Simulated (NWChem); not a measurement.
System: C$_{4}$H$_{5}$FO; SMILES C=CO/C=C/F

NWChem input:

```
start job
memory heap 200 mb stack 900 mb global 1100 mb
geometry units angstroms noautosym nocenter noautoz
  C      1.187623    -1.757484     0.162786
  C     -0.103871    -1.796979    -0.169427
  O     -1.046228    -0.826043    -0.093678
  C     -0.798697     0.481614     0.165639
  C      0.264368     1.203515    -0.193626
  F      0.295347     2.505564     0.090276
  H      1.687991    -0.871878     0.553628
  H      1.768929    -2.675337     0.068521
  H     -0.572771    -2.714366    -0.535534
  H     -1.635315     0.969827     0.672573
  H      1.144825     0.846861    -0.729853
end
basis spherical
  C library def2-svp
  O library def2-svp
  F library def2-svp
  H library def2-svp
end
dft
  xc m05-2x
  iterations 150
end
cosmo
  do_cosmo_smd true
  solvent water
end
task dft energy
```

Coordinates come from a PBE0/def2-SVP optimisation. Solvent: water.

Level: M05-2X/def2-SVP with SMD (1 M gas to 1 M solution), gas-phase geometry.

Question: Predict the main results of this run. (M05-2X/def2-SVP, SMD on the gas-phase geometry.) Quantities: solvation free energy (kcal/mol); cavity-dispersion-structure term (kcal/mol); dipole in solution (D).

Answer: 
| Property | Result |
|---|---|
| solvation free energy (kcal/mol) | 0.5 |
| cavity-dispersion-structure term (kcal/mol) | 5.8 |
| dipole in solution (D) | 1.59 |
